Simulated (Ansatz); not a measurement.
C₂H₆BBrSi (`B[C@H]1[SiH2][C@@H]1Br`). The species carries charge 0 and has multiplicity 1. The structure was optimised at the PBE0-D4/def2-TZVP level.

```xyz
11

B    -0.048    1.317    0.909
C     0.306   -0.129    0.735
Si   -0.883   -0.316   -0.777
C     0.917   -0.672   -0.534
Br    1.554   -2.478   -0.486
H     0.272    2.123    0.079
H    -0.686    1.655    1.862
H     0.061   -0.868    1.495
H    -1.832   -1.437   -0.670
H    -1.304    0.837   -1.590
H     1.643   -0.033   -1.024
```

**Question.** What is the dipole moment at r2SCAN/def2-TZVPP? (An estimate is asked.)

**Answer.** Computed: 1.50 D, with components (-1.13, 0.01, -0.97) D in this frame, pointing from negative to positive charge.

**Question.** And with PBE, B3LYP, ωB97M-V? (An estimate is asked.)

**Answer.** Computed: PBE 1.47 D, B3LYP 1.58 D, ωB97M-V 1.64 D.

**Question.** Give the Mulliken charges with r2SCAN, ωB97M-V, B3LYP in def2-TZVPP. (Estimate.)

**Answer.** The calculation gave: 
```json
{"atom": "B1", "r2SCAN": "-0.13", "ωB97M-V": "-0.28", "B3LYP": "-0.19"}
{"atom": "C2", "r2SCAN": "-0.13", "ωB97M-V": "-0.19", "B3LYP": "-0.13"}
{"atom": "Si3", "r2SCAN": "0.27", "ωB97M-V": "0.21", "B3LYP": "0.25"}
{"atom": "C4", "r2SCAN": "-0.05", "ωB97M-V": "-0.16", "B3LYP": "-0.08"}
{"atom": "Br5", "r2SCAN": "-0.12", "ωB97M-V": "-0.07", "B3LYP": "-0.11"}
{"atom": "H6", "r2SCAN": "0.00", "ωB97M-V": "0.07", "B3LYP": "0.02"}
{"atom": "H7", "r2SCAN": "0.00", "ωB97M-V": "0.07", "B3LYP": "0.03"}
{"atom": "H8", "r2SCAN": "0.10", "ωB97M-V": "0.14", "B3LYP": "0.12"}
{"atom": "H9", "r2SCAN": "-0.04", "ωB97M-V": "0.02", "B3LYP": "-0.03"}
{"atom": "H10", "r2SCAN": "-0.02", "ωB97M-V": "0.03", "B3LYP": "-0.02"}
{"atom": "H11", "r2SCAN": "0.11", "ωB97M-V": "0.15", "B3LYP": "0.14"}
```

B3LYP here is the variant with VWN-RPA as its local correlation; programs differ in this.
